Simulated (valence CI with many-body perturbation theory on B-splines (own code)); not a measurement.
## Re43+: electric-dipole lines

Calculated by valence CI with perturbative core correlation (CI+MBPT): four valence electrons over a frozen Dirac-Fock core [Ar] 3d10, a basis of 11 s, 11 p, 9 d, 7 f, 5 g, 2 h, 1 i functions for each j, with the one-electron correlation potential Σ1, the two-electron term Σ2, the three-electron term Σ3, Breit, model QED; selected CI, second order for the rest (own B-spline code, finite nucleus).

No measured spectrum was set against this ion. As an estimate, large intervals hold to a few tenths of a per cent, small ones and those within an open d or f shell to about a per cent.

Lines 151 to 200 of 239 in falling wavelength, among levels below 517.77 eV, chosen from the strongest by gf and those to the six lowest levels. Wavelengths and rates use the calculated energies. Electric multipoles are in the length gauge, E1 and E2 with the static RPA response of the core. Weak lines are less certain than strong ones. Lines between different terms over intervals too small for the method are left out, as are lines whose strength nearly cancels. The highest levels of a list are the least certain.

Levels are named by their leading jj configuration (3d3/2^4 stands for four electrons in 3d with j = 3/2), which in mixed levels can hold well under half, so a name can repeat and another be missing. Letters in brackets count levels of one name in rising energy.

```
λ vac (Å)                           Upper                   Lower   A (s⁻¹)  log gf  Branch %
    58.17  (4s 4p1/2 4p3/2 4d3/2) J=1 [b]  (4s^2 4p1/2 4d3/2) J=2  1.20e+11   -0.74       9.4
    58.07  (4s 4p1/2 4p3/2 4d3/2) J=2 [c]  (4s^2 4p1/2 4d3/2) J=2  6.36e+10   -0.79       4.6
    57.91  (4s 4p1/2 4p3/2 4d5/2) J=2 [b]  (4s^2 4p1/2 4d3/2) J=1  7.83e+10   -0.71      15.2
    57.76      (4s 4p1/2 4p3/2^2) J=2 [b]  (4s^2 4p1/2 4p3/2) J=2  7.39e+11    0.27      97.1
    57.63                (4s 4p3/2^3) J=1      (4s^2 4p3/2^2) J=0  6.17e+11   -0.04      41.6
    57.52  (4s 4p1/2 4p3/2 4d5/2) J=1 [a]  (4s^2 4p1/2 4d5/2) J=2  9.02e+10   -0.87      17.6
    57.52  (4s 4p1/2 4p3/2 4d3/2) J=1 [c]  (4s^2 4p1/2 4d3/2) J=2  5.65e+11   -0.08      58.7
    57.35      (4s 4p1/2 4p3/2^2) J=1 [b]  (4s^2 4p1/2 4p3/2) J=2  6.31e+11   -0.03      62.7
    57.33  (4s 4p1/2 4p3/2 4d5/2) J=3 [c]  (4s^2 4p1/2 4d5/2) J=2  1.74e+11   -0.22      17.3
    57.28      (4s 4p1/2 4p3/2^2) J=1 [a]  (4s^2 4p1/2 4p3/2) J=1  4.18e+11   -0.21      84.5
    57.10  (4s 4p1/2 4p3/2 4d3/2) J=2 [d]  (4s^2 4p1/2 4d3/2) J=1  7.96e+11    0.29      38.5
    56.61      (4s 4p1/2 4p3/2^2) J=2 [b]  (4s^2 4p1/2 4p3/2) J=1  8.61e+06   -4.68       0.0
    56.49  (4s 4p1/2 4p3/2 4d5/2) J=2 [c]  (4s^2 4p1/2 4d5/2) J=3  3.39e+11   -0.09      41.4
    56.24           (4p1/2^2 4p3/2^2) J=2  (4s 4p1/2^2 4p3/2) J=2  1.88e+11   -0.35      26.6
    56.21      (4s 4p1/2 4p3/2^2) J=1 [b]  (4s^2 4p1/2 4p3/2) J=1  3.49e+11   -0.30      34.7
    55.94  (4s 4p1/2 4p3/2 4d5/2) J=3 [d]  (4s^2 4p1/2 4d5/2) J=3  3.24e+11    0.03      29.5
    55.90  (4s 4p1/2 4p3/2 4d5/2) J=1 [b]  (4s^2 4p1/2 4d5/2) J=2  1.24e+11   -0.76      16.9
    55.83  (4s 4p1/2 4p3/2 4d3/2) J=3 [b]  (4s^2 4p1/2 4d3/2) J=2  1.10e+12    0.56      98.0
    55.36  (4s 4p1/2 4p3/2 4d5/2) J=2 [d]  (4s^2 4p1/2 4d5/2) J=3  1.19e+11   -0.56       8.9
    55.24  (4s 4p1/2 4p3/2 4d3/2) J=1 [d]  (4s^2 4p1/2 4d3/2) J=2  1.03e+11   -0.85       9.7
    55.21                (4s 4p3/2^3) J=1      (4s^2 4p3/2^2) J=2  8.59e+11    0.07      57.9
    54.53  (4s 4p1/2 4p3/2 4d5/2) J=2 [d]  (4s^2 4p1/2 4d5/2) J=2  1.69e+11   -0.42      12.7
    53.28  (4s 4p1/2 4p3/2 4d5/2) J=2 [b]  (4s^2 4p1/2 4d3/2) J=2  7.37e+10   -0.80      14.3
    53.16  (4s 4p1/2 4p3/2 4d3/2) J=0 [a]  (4s 4p1/2^2 4p3/2) J=1  2.85e+10   -1.92      59.5
    53.10  (4s 4p1/2 4p3/2 4d3/2) J=1 [a]  (4s 4p1/2^2 4p3/2) J=1  1.97e+06   -5.60       0.0
    53.01  (4s 4p1/2 4p3/2 4d3/2) J=2 [a]  (4s 4p1/2^2 4p3/2) J=1  1.34e+10   -1.55       9.7
    52.59  (4s 4p1/2 4p3/2 4d3/2) J=2 [d]  (4s^2 4p1/2 4d3/2) J=2  2.12e+11   -0.36      10.2
    50.21          (4s^2 4p1/2 4f5/2) J=2  (4s 4p1/2^2 4p3/2) J=1  9.29e+10   -0.76      57.6
    49.90  (4s 4p1/2 4p3/2 4d3/2) J=1 [a]  (4s 4p1/2^2 4p3/2) J=2  1.43e+10   -1.80      32.1
    49.82  (4s 4p1/2 4p3/2 4d3/2) J=2 [a]  (4s 4p1/2^2 4p3/2) J=2  8.25e+10   -0.81      59.8
    49.50  (4s 4p1/2 4p3/2 4d3/2) J=3 [a]  (4s 4p1/2^2 4p3/2) J=2  3.36e+10   -1.06      72.2
    49.03  (4s 4p1/2 4p3/2 4d3/2) J=2 [b]  (4s 4p1/2^2 4p3/2) J=1  1.86e+11   -0.47      24.2
    48.40  (4s 4p1/2 4p3/2 4d3/2) J=1 [b]  (4s 4p1/2^2 4p3/2) J=1  4.11e+10   -1.36       3.2
    48.39          (4s^2 4p1/2 4f5/2) J=3  (4s 4p1/2^2 4p3/2) J=2  6.02e+09   -1.83      17.7
    48.33  (4s 4p1/2 4p3/2 4d3/2) J=2 [c]  (4s 4p1/2^2 4p3/2) J=1  4.68e+10   -1.09       3.4
    47.95  (4s 4p1/2 4p3/2 4d3/2) J=1 [c]  (4s 4p1/2^2 4p3/2) J=1  5.66e+10   -1.23       5.9
    47.34          (4s^2 4p1/2 4f5/2) J=2  (4s 4p1/2^2 4p3/2) J=2  1.96e+07   -4.48       0.0
    46.84  (4s 4p1/2 4p3/2 4d5/2) J=2 [a]  (4s 4p1/2^2 4p3/2) J=1  3.12e+05   -6.29       0.0
    46.59      (4s^2 4p1/2 4f7/2) J=3 [a]  (4s 4p1/2^2 4p3/2) J=2  5.69e+11    0.11      91.7
    46.39          (4s^2 4p3/2 4d3/2) J=2  (4s^2 4p1/2 4p3/2) J=2  9.04e+11    0.16      57.2
    46.35  (4s 4p1/2 4p3/2 4d3/2) J=1 [d]  (4s 4p1/2^2 4p3/2) J=1  7.26e+11   -0.15      68.4
    46.29  (4s 4p1/2 4p3/2 4d3/2) J=2 [b]  (4s 4p1/2^2 4p3/2) J=2  2.68e+11   -0.37      34.9
    46.15          (4s^2 4p3/2 4d3/2) J=1  (4s^2 4p1/2 4p3/2) J=2  1.82e+11   -0.76      13.4
    45.98          (4s^2 4p3/2 4d3/2) J=3  (4s^2 4p1/2 4p3/2) J=2  1.24e+12    0.44      99.9
    45.73  (4s 4p1/2 4p3/2 4d3/2) J=1 [b]  (4s 4p1/2^2 4p3/2) J=2  1.08e+12    0.01      84.9
    45.66  (4s 4p1/2 4p3/2 4d3/2) J=2 [c]  (4s 4p1/2^2 4p3/2) J=2  1.24e+12    0.29      89.3
    45.66      (4s^2 4p1/2 4f7/2) J=3 [b]  (4s 4p1/2^2 4p3/2) J=2  5.58e+11    0.09      75.3
    45.65          (4s^2 4p3/2 4d3/2) J=2  (4s^2 4p1/2 4p3/2) J=1  6.76e+11    0.02      42.7
    45.41          (4s^2 4p3/2 4d3/2) J=1  (4s^2 4p1/2 4p3/2) J=1  1.17e+12    0.04      86.1
    45.33  (4s 4p1/2 4p3/2 4d3/2) J=1 [c]  (4s 4p1/2^2 4p3/2) J=2  2.71e+11   -0.60      28.1
```

How does gf follow from A for the line at 55.21 Å?

gf = 1.4992 × (2J+1)_upper × A / σ², with σ = 1811407 cm⁻¹ and 2J+1 = 3: gf = 1.18.
